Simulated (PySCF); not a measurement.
**Exercise with solution: oscillator strength and radiative lifetime**

Ge(H)(OMe) (CH4GeO), SMILES [GeH][O]C (connectivity only; charge and spin as stated), neutral, multiplicity 1.

Geometry: ωB97X-D3(BJ)/def2-TZVP.

PySCF with TDDFT-B3LYP/def2-SVPD puts the first singlet state with f over 0.02 at 5.39 eV (vertical), with the transition dipole (-0.002, 0.719, 0.000) in atomic units.

Problem. Find the oscillator strength, the wavelength and the radiative lifetime that this transition would have in vacuum if emission retraced absorption.

Solution. 
|μ|² = 0.5170 au, so |μ| = 1.83 D. ΔE = 5.39/27.211 = 0.1981 hartree. f = (2/3) ΔE |μ|² = 0.068 (the program prints 0.068).
λ = 1239.84/5.39 = 230 nm; ν = 43473 cm⁻¹.
Einstein's coefficient A = 0.6670 ν² f s⁻¹ (ν in cm⁻¹) = 8.6e7 s⁻¹, so τ = 1/A = 12 ns. This state is S3; the lower singlets have f = 0.015, 0.006. The figure is the radiative limit of this one transition; relaxation, internal conversion, crossing to triplets and a medium change what is measured.
